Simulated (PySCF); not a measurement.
## Au⁺: excitation energy

Au⁺ [Xe] 4f14 5d10 (1S) → Au⁺ [Xe] 4f14 5d9 6p1 (high-spin determinant), as a difference of total energies. Computed with PySCF 2.14 in def2-TZVPPD with the def2 core potential (60 electrons) (6s5p3d2f1g, 59 functions), with a scalar-relativistic core potential. Correlated levels: valence: 5s2 5p6 frozen. The calculations carry no spin-orbit coupling.

```
           method  excitation energy (eV)
              UHF                   8.340
    MP2 (valence)                   9.491
SCS-MP2 (valence)                   9.481
   CCSD (valence)                   9.175
CCSD(T) (valence)                   9.199
```

Problem. How much does correlation contribute at CCSD(T) (valence)?

Solution. 9.199 − (8.340) = 0.859 eV, measured against UHF.

The determinant of the upper state mixes LS terms, which raises its energy above the lowest term, most at the Hartree-Fock and MP2 levels.
